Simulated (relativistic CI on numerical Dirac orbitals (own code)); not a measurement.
## Dy2+: what numerical and physical settings do to a radial Dirac CI calculation

Reference input:

```
atom Dy  Z=66  charge=2  electrons=64
nucleus A=164  rms_radius_fm=5.2218
hamiltonian dirac-coulomb  breit=on  qed=on  c_scale=1
orbitals kli  potential=per-configuration
slater_scale 1
correlation none
mixing on
grid step=0.0125 r_max=67.1
scf mixing=0.4 start=green max_iterations=150 tolerance=2e-08 node_fill=0.05
configurations
  [Xe] 4f10
end
```

Computed lowest total energy -12141.83622 Ha, first excitation 4137.7 cm⁻¹, 14 SCF steps. Runs with settings changed; * marks those that are bad on purpose (the QED terms keep the true α when c is scaled):

| Changed | Outcome | Lowest level | ΔE (Ha) | First excitation (cm⁻¹) | SCF steps | Message |
| --- | --- | --- | --- | --- | --- | --- |
| Breit term off, grid step 0.008 | converged | 4f¹⁰ ⁵I8 | -11.5 | 4332.4 | 14 |  |
| SCF mixing 0.7, iteration limit 30 | converged | 4f¹⁰ ⁵I8 | 4.73e-11 | 4137.7 | 18 |  |
| grid step 0.02 | converged | 4f¹⁰ ⁵I8 | 0.000177 | 4137.7 | 14 |  |
| nuclear radius 5.744 fm, start potential bare, speed of light × 10 | converged | 4f¹⁰ ⁵I8 | 501 | 41.7 | 29 |  |
| nuclear radius 52.218 fm * | converged | 4f¹⁰ ⁵I8 | 52.6 | 4148.2 | 15 |  |
| configuration list: overfill * | refused |  |  |  | 0 | configuration [Kr] 4d10 4f10 5p7: a shell holds more than 4l+2 electrons |

With so few configurations and no correlation, terms lie too far apart (by 10 to 50 % near neutrality), their order can be wrong, and levels of other configurations are missing.
